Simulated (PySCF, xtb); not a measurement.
Se(Br)(SH) (BrHSSe), SMILES S[Se]Br.

GFN2-xTB (xtb 6.7.1) at its own geometry gives an orbital gap of 2.77 eV and a dipole moment of 4.22 D.

Geometry optimised at B3LYP-D3(BJ)/def2-SVP. The values are those of a single conformer.

Task: What does ωB97X/def2-TZVPD (PySCF) give? (An estimate is asked for; the answer gives what the named calculation found.)

Result: gap 8.51 eV (levels -9.39 and -0.88 eV), dipole 1.55 D.
